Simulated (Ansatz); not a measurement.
These are frozen-core CCSD(T)/cc-pVTZ // CAM-B3LYP-D3(BJ)/def2-TZVP in Ansatz (a program for electronic structure) values and carry that method's errors.

Ansatz 0.2 input:
```yaml
crystal:
  periodic: [false, false, false]
  atoms:
    - { symbol: S, position_ang: [2.134901, -0.342933, -0.576797] }
    - { symbol: Ga, position_ang: [0.117201, 0.328694, -0.043616] }
    - { symbol: S, position_ang: [-0.244889, 2.488651, -0.020061] }
    - { symbol: S, position_ang: [-1.524511, -1.039957, 0.458418] }
    - { symbol: H, position_ang: [1.850096, -1.646744, -0.461183] }
    - { symbol: H, position_ang: [-1.530656, 2.369828, 0.339369] }
    - { symbol: H, position_ang: [-0.802139, -2.15754, 0.30387] }
basis:
  gaussian: { orbitals: cc-pVTZ }
correlation:
  method: ccsd_t
```

Output:

```
Functional definition: HF
1103 factors; integrals over basis functions are off by at most 1.1e-3 eV
mean field evaluation 1: about -84837.9660 eV, gradient 2.1e1 eV
mean field evaluation 2: about -84838.1035 eV, gradient 2.1e1 eV
mean field evaluation 4: about -84839.8645 eV, gradient 3.0e0 eV
mean field evaluation 8: about -84839.9127 eV, gradient 2.4e-1 eV
mean field evaluation 16: about -84839.4231 eV, gradient 1.0e1 eV
mean field -84839.91307965 eV, -3117.8092991187 hartree, gradient 8.1e-6 eV, S^2 0.000000; 0 other end points of the search recorded, 0 dependent functions left out
24 core orbitals not correlated
reference -84839.91307965 eV, -3117.8092991187 hartree; 17, 17 occupied and 146, 146 virtual orbitals, 1103 factors
second order -18.60072253 eV of doubles, -0.00000000 eV of singles
cycle   1  -19.37505522 eV  change   -7.7e-1 eV  update   1.1e-1
cycle   2  -19.92369731 eV  change   -5.5e-1 eV  update   3.0e-2
cycle   3  -20.00877483 eV  change   -8.5e-2 eV  update   1.4e-2
cycle   4  -20.00265040 eV  change    6.1e-3 eV  update   3.3e-3
cycle   5  -20.00121230 eV  change    1.4e-3 eV  update   1.2e-3
cycle   6  -20.00065722 eV  change    5.6e-4 eV  update   3.6e-4
cycle   7  -20.00060640 eV  change    5.1e-5 eV  update   1.2e-4
cycle   8  -20.00065067 eV  change   -4.4e-5 eV  update   3.5e-5
cycle   9  -20.00065297 eV  change   -2.3e-6 eV  update   1.2e-5
perturbative correction -1.00121450 eV, -0.0367939542 hartree
Total energy: -84860.91494712 eV, -3118.5811035126 hartree
```

Cost: about 2.1 core-minutes (a rough figure).
